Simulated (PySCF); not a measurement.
C4H4BBrO.
Bonds: B1–C2, C2–C3 (aromatic), C3–C4 (aromatic), C4–C5 (aromatic), C5–Br6, C5–O7 (aromatic), C2–O7 (aromatic). Hydrogens: H8, H9 on B1; H10 on C3; H11 on C4.

Method: PBE0-D3(BJ)/def2-SVP geometry optimisation, gas phase (PySCF 2.14.0); density fitting, grid level 1; the optimiser is geomeTRIC in internal coordinates, started from a GFN2-xTB structure with every atom displaced at random (about 0.01 Å).

The end geometry, which sets the zero of energy:
```
atom  x, y, z in Å
B1     -1.8714   -0.7390    0.7867
C2     -0.5606   -0.2287    0.2304
C3      0.0861    0.9939    0.3296
C4      1.2882    0.9190   -0.4055
C5      1.2990   -0.3606   -0.9125
Br6     2.5512   -1.2092   -1.9738
O7      0.2301   -1.0481   -0.5561
H8     -2.2470   -1.8607    0.5534
H9     -2.5274    0.0094    1.4703
H10    -0.2908    1.8500    0.8869
H11     2.0506    1.6789   -0.5544
```

Task: These geometries come from the run, each turned onto the end geometry. Order them by energy, lowest first.
A.
```
atom  x, y, z in Å
B1     -1.8809   -0.7434    0.7817
C2     -0.5759   -0.2178    0.2252
C3      0.0917    0.9927    0.3170
C4      1.2990    0.9282   -0.4120
C5      1.2893   -0.3585   -0.9014
Br6     2.5614   -1.2088   -1.9386
O7      0.2165   -1.0415   -0.5526
H8     -2.2559   -1.8580    0.5309
H9     -2.5235   -0.0144    1.4972
H10    -0.2629    1.8377    0.9000
H11     2.0491    1.6887   -0.5924
```
B.
```
atom  x, y, z in Å
B1     -1.8629   -0.7517    0.7819
C2     -0.5690   -0.2382    0.2216
C3      0.0570    0.9880    0.3282
C4      1.3047    0.9242   -0.4154
C5      1.2862   -0.3622   -0.9133
Br6     2.5579   -1.2051   -1.9721
O7      0.2293   -1.0500   -0.5566
H8     -2.2284   -1.8099    0.5662
H9     -2.5057    0.0069    1.4637
H10    -0.2816    1.8374    0.8765
H11     2.0207    1.6654   -0.5256
```
C.
```
atom  x, y, z in Å
B1     -1.8669   -0.7415    0.7941
C2     -0.5221   -0.2542    0.2991
C3      0.1072    0.9804    0.3575
C4      1.2775    0.9328   -0.4306
C5      1.3037   -0.3582   -0.9100
Br6     2.4974   -1.1812   -2.0542
O7      0.2591   -1.0644   -0.5039
H8     -2.2407   -1.8687    0.5722
H9     -2.5682    0.0374    1.3935
H10    -0.3227    1.8599    0.8370
H11     2.0838    1.6623   -0.4998
```

Result: A (0.019 eV), C (0.054 eV), B (0.171 eV).

In the order of the answer:

```
step  E above end (eV)  largest force (eV/Å)  rms force component (eV/Å)  rms distance from end (Å)  rms bond change (Å)  bond most changed (Å)
   4             0.019                  0.69                       0.178                      0.026                0.002           B1–H8 -0.003
   2             0.054                  0.65                       0.176                      0.060                0.002           C5–O7 +0.005
   0             0.171                  3.80                       0.979                      0.027                0.030           B1–H8 -0.066
```

The cost below is that of the whole optimisation. The run took 1.8 min wall on one thread, Intel Xeon at 2.70 GHz (x86_64), no GPU (shared host), and the process peaked at 0.53 GiB of memory.
